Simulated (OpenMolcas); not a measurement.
Mo3+ with its 6 nearest fluoride ions at 2.062 Å, on the Y site of Cs2NaYF6 (a = 9.075 Å, distance in the model lattice 2.178 Å). The rest of the host is ab initio model potentials to 7.6 Å, with orthogonalisation functions on the cations behind the ligands, and point charges beyond; the distance is set by hand and nothing relaxes. Ligand basis ANO-RCC-VDZP.

```
Program             : OpenMolcas 26.06
Method              : CASSCF
Basis               : ANO-RCC-VTZP [7s6p4d2f1g]
Scalar Hamiltonian  : DKH2, point nucleus
Active space        : 3 electrons in 5 orbitals (4d)
State averaging     : 2S+1 = 4 even, 10 roots; 2S+1 = 2 even, 40 roots
Spin-orbit coupling : state interaction with AMFI integrals over the reference wave functions
```

(1) What is the spin-free ground state (labels of O, the rotations of Oh)?

(2) Where is the first state of the same spin?

(3) What are the lowest two levels with spin-orbit coupling?

(4) What is χT at 300 K, and how does it compare with the textbook value?

(5) Which ligand-field parameters describe the states?

## Answers

(1) 4A2, 1-fold in its orbital part; it has the highest spin that d3 allows.

(2) 4T2 at 24000 cm-1 above the ground state.

(3) A 4-fold level Γ8, then a 4-fold level Γ8 14505 cm-1 above it. Their leading multiplicities are 4 (100 %) and 2 (99 %).

(4) The lowest level has 2S+1 = 4, for which the spin-only value is χT = S(S+1) / 2 = 1.875 cm3 K/mol (g = 2). The computed 1.766 at 300 K differs by -0.109, through orbital momentum, spin-orbit coupling and any other state in reach.

(5) A least-squares ligand-field fit to the states below 45000 cm-1, each weighted by its degeneracy and with a free common offset, gives 10Dq = 23916 cm-1, B = 736 cm-1 and C = 2925 cm-1 (C/B = 3.98), with an rms deviation of 60 cm-1. The same method and metal basis give the free ion B = 813 cm-1 (fit to its terms below 60000 cm-1, rms deviation 33 cm-1), so the nephelauxetic ratio is β = 736 / 813 = 0.91; it hangs on how both fits weigh the states, and computed free-ion B values tend to be too large, so β mixes covalency with correlation.

Without dynamic correlation the repulsion within the d shell is too large (B by tens of per cent), so at a given field states of lower spin stand too high. The least metal-like active orbital is 84 % on the metal (Löwdin) and no ligand orbital is active, so the numbers are rough. With metal d orbitals alone the field can be off either way by tens of per cent. Ligand-to-metal charge-transfer states are missing. With no ligand orbital active B as a rule stays too high, so bands that hang on it stand too high and its fall with covalency is understated. No measured value stands beside these numbers; the geometry was set by hand and not optimised.
